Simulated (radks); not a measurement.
Q: All-electron atom: the sulfur ion S4+ in [Ne] 3s2. All-electron calculation, non-relativistic Kohn-Sham, TPSS, spin-polarised, spherical densities, point nucleus; meta-GGA in the generalised Kohn-Sham scheme. Program: a radial shooting solver on a logarithmic mesh with Libxc functionals. Some entries of the table are withheld. Estimate them.

orbital  occ.  eigenvalue (eV)  r(max) (bohr)  <r^2> (bohr^2)
1s          2        -2467.922        0.06372         0.01269
2s          2        -271.6194            (1)          0.2714
2p          6        -216.7921         0.3247          0.2413
3s          2         -65.8281            (2)             (3)
3p          0         -53.3228          1.400           2.880

A: 
(1) 2s r(max) (bohr): 0.3883
(2) 3s r(max) (bohr): 1.315
(3) 3s <r^2> (bohr^2): 2.470
